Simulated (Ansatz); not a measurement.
Z-matrix (Å, degrees):
```
Si
S 1 2.099
C 1 1.844 2 55.6
N 1 1.692 2 124.0 3 -103.2
H 1 1.476 2 118.3 3 112.8
F 3 1.375 1 117.8 2 -107.1
H 3 1.086 1 126.7 2 103.3
H 4 1.006 1 121.2 2 -120.0
H 4 1.007 1 121.4 2 33.9
```

The species carries charge 0 and has multiplicity 1.

List the PBE0/def2-TZVPP orbital energies in eV (Ansatz). (Best estimate.)

Ansatz gave: Occupied: -2422.12, -1803.44, -673.88, -391.46, -280.83, -217.46, -161.29, -161.20, -161.12, -145.68, -100.38, -100.33, -100.33, -33.65, -24.43, -22.00, -17.34, -15.20, -14.60, -14.17, -13.11, -12.67, -11.38, -10.56, -9.26, -8.50, -7.54, -7.06. Lowest empty: 0.10, 0.39, 0.67, 1.51, 2.04, 2.07, 2.60, 3.23.
